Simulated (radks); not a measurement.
Task: These are the eigenvalues of the occupied orbitals of an atom or ion with whole-number occupations (Ry). Method: Dirac Kohn-Sham, LDA (Slater exchange, Perdew-Wang correlation), spin-unpolarised, spherical densities, finite nucleus; Fermi nuclear charge, rms radius of each element as measured or else 0.836 A^(1/3) + 0.57 fm; computed with a radial shooting solver on a logarithmic mesh with Libxc functionals.

| orbital | eigenvalue |
|---|---|
| 1s1/2 | -4787.000 |
| 2s1/2 | -818.8324 |
| 2p1/2 | -782.5035 |
| 2p3/2 | -695.0125 |
| 3s1/2 | -187.1101 |
| 3p1/2 | -170.9265 |
| 3p3/2 | -152.1858 |
| 3d3/2 | -124.6216 |
| 3d5/2 | -120.5312 |
| 4s1/2 | -38.18003 |
| 4p1/2 | -31.54132 |
| 4p3/2 | -27.21712 |
| 4d3/2 | -16.26247 |
| 4d5/2 | -15.46720 |
| 5s1/2 | -5.22199 |
| 5p1/2 | -3.29058 |
| 5p3/2 | -2.67823 |
| 4f5/2 | -1.89698 |
| 4f7/2 | -1.76243 |
| 6s1/2 | -0.40463 |
| 5d3/2 | -0.31259 |
| 5d5/2 | -0.27046 |

Which element is it, and in what charge state? The configuration may be excited. Open shells, if any, are shared by 2j + 1.

Result: Z = 72, hafnium, charge 0: Hf in [Xe] 4f13 5d3 6s2. The list shows which subshells hold electrons but not how many an open one holds; the 1s level, -2393.5 hartree, gives Z - s = 69.2 by -(Z - s)^2/2, which with screening and relativity narrows Z to a few neighbours, and the depths of the outer levels then fix element, charge and occupations together.
